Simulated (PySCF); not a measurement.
# Atomic charges against the basis set

Species: 1,1-difluoro-2-vinylcyclopropane, C₅H₆F₂.
Numbering: `[CH2:1]=[CH:2][C@@H:3]1[CH2:4][C:5]1([F:6])[F:7]` (hydrogens: H8, H9 on C1; H10 on C2; H11 on C3; H12, H13 on C4)

Cartesian coordinates in Å at the PBE0-D3(BJ)/def2-SVP level; atoms count from 1:
```
atom  x, y, z in Å
C1     2.221    0.512   -0.431
C2     1.028    0.349    0.144
C3    -0.163   -0.176   -0.545
C4    -1.560    0.416   -0.243
C5    -1.199   -0.936    0.201
F6    -1.768   -1.999   -0.377
F7    -1.019   -1.168    1.508
H8     3.074    0.901    0.131
H9     2.389    0.260   -1.483
H10    0.897    0.606    1.202
H11   -0.015   -0.502   -1.580
H12   -2.254    0.514   -1.081
H13   -1.612    1.199    0.518
```

PBE0 throughout (PySCF), one geometry, spherical d and f functions. Geometry: PBE0-D3(BJ)/def2-SVP, one conformer, isolated molecule. The first 7 of 13 kinds of atom are listed.

Mulliken charges (e):

```json
{"basis": "STO-3G", "functions": "41", "C1": "-0.172", "C2": "-0.078", "C3": "-0.117", "C4": "-0.199", "C5": "+0.211", "F6": "-0.094", "F7": "-0.095"}
{"basis": "6-31G", "functions": "75", "C1": "-0.371", "C2": "-0.038", "C3": "-0.309", "C4": "-0.379", "C5": "+0.555", "F6": "-0.295", "F7": "-0.293"}
{"basis": "pcSseg-0", "functions": "75", "C1": "-0.409", "C2": "-0.156", "C3": "-0.496", "C4": "-0.438", "C5": "+0.648", "F6": "-0.331", "F7": "-0.330"}
{"basis": "6-31G*", "functions": "110", "C1": "-0.409", "C2": "-0.058", "C3": "-0.302", "C4": "-0.464", "C5": "+0.701", "F6": "-0.307", "F7": "-0.304"}
{"basis": "cc-pVDZ", "functions": "128", "C1": "-0.028", "C2": "-0.031", "C3": "-0.156", "C4": "-0.055", "C5": "+0.351", "F6": "-0.177", "F7": "-0.175"}
{"basis": "def2-SVP", "functions": "128", "C1": "-0.081", "C2": "+0.013", "C3": "-0.228", "C4": "-0.104", "C5": "+0.425", "F6": "-0.196", "F7": "-0.197"}
{"basis": "aug-cc-pVDZ", "functions": "215", "C1": "+0.324", "C2": "+0.952", "C3": "+0.874", "C4": "+0.571", "C5": "+1.319", "F6": "-0.544", "F7": "-0.562"}
{"basis": "6-311+G(2d,p)", "functions": "225", "C1": "-0.403", "C2": "+0.051", "C3": "-0.024", "C4": "-0.281", "C5": "+0.578", "F6": "-0.321", "F7": "-0.339"}
{"basis": "def2-TZVP", "functions": "253", "C1": "-0.285", "C2": "-0.171", "C3": "-0.075", "C4": "-0.298", "C5": "+0.407", "F6": "-0.180", "F7": "-0.185"}
{"basis": "cc-pVTZ", "functions": "294", "C1": "-0.286", "C2": "-0.098", "C3": "-0.114", "C4": "-0.265", "C5": "+0.412", "F6": "-0.174", "F7": "-0.176"}
{"basis": "IGLO-III", "functions": "305", "C1": "-0.253", "C2": "-0.101", "C3": "-0.010", "C4": "-0.266", "C5": "+0.515", "F6": "-0.259", "F7": "-0.261"}
```

IAO charges (e):

| basis | functions | C1 | C2 | C3 | C4 | C5 | F6 | F7 |
| --- | --- | --- | --- | --- | --- | --- | --- | --- |
| STO-3G | 41 | -0.267 | -0.141 | -0.186 | -0.309 | +0.297 | -0.118 | -0.121 |
| 6-31G | 75 | -0.318 | -0.133 | -0.170 | -0.335 | +0.512 | -0.265 | -0.267 |
| pcSseg-0 | 75 | -0.301 | -0.134 | -0.186 | -0.338 | +0.510 | -0.255 | -0.259 |
| 6-31G* | 110 | -0.310 | -0.128 | -0.171 | -0.332 | +0.569 | -0.276 | -0.279 |
| cc-pVDZ | 128 | -0.315 | -0.130 | -0.173 | -0.335 | +0.567 | -0.276 | -0.278 |
| def2-SVP | 128 | -0.305 | -0.127 | -0.169 | -0.325 | +0.567 | -0.277 | -0.280 |
| aug-cc-pVDZ | 215 | -0.327 | -0.133 | -0.172 | -0.339 | +0.573 | -0.286 | -0.287 |
| 6-311+G(2d,p) | 225 | -0.326 | -0.132 | -0.172 | -0.338 | +0.572 | -0.286 | -0.288 |
| def2-TZVP | 253 | -0.326 | -0.132 | -0.174 | -0.340 | +0.580 | -0.287 | -0.288 |
| cc-pVTZ | 294 | -0.326 | -0.132 | -0.175 | -0.342 | +0.579 | -0.285 | -0.287 |
| IGLO-III | 305 | -0.327 | -0.133 | -0.173 | -0.340 | +0.576 | -0.287 | -0.288 |

Question: Which scheme is steadiest as the basis changes?

Answer: Largest range over the bases for any column: IAO 0.28 e, Mulliken 1.37 e. IAO charges move least and Mulliken charges most, counted in e. Without the minimal STO-3G basis the ranges are IAO 0.07, Mulliken 1.37 e.

Question: How much do the charges still move between the two largest bases, cc-pVTZ and IGLO-III?

Answer: At most, over all atoms: Mulliken 0.104 e, IAO 0.003 e.

Question: What do the same runs give for the total energy, the frontier levels and the dipole moment?

Answer: 
```tsv
basis	energy (Eh)	HOMO (eV)	LUMO (eV)	μ (D)
STO-3G	-388.1273	-4.67	3.32	0.76
6-31G	-393.2414	-7.20	0.35	2.26
pcSseg-0	-392.4355	-7.51	0.09	2.18
6-31G*	-393.3346	-7.01	0.47	1.72
cc-pVDZ	-393.3659	-7.17	0.21	1.74
def2-SVP	-393.0543	-7.27	0.14	1.83
aug-cc-pVDZ	-393.3941	-7.35	-0.23	2.04
6-311+G(2d,p)	-393.4646	-7.38	-0.21	2.09
def2-TZVP	-393.5025	-7.34	-0.07	1.96
cc-pVTZ	-393.4863	-7.30	0.00	1.88
IGLO-III	-393.5093	-7.36	-0.17	2.02
```

The dipole is fixed by the density alone, so its range of 1.50 D shows that the density itself changes with the basis, not only its division among atoms.
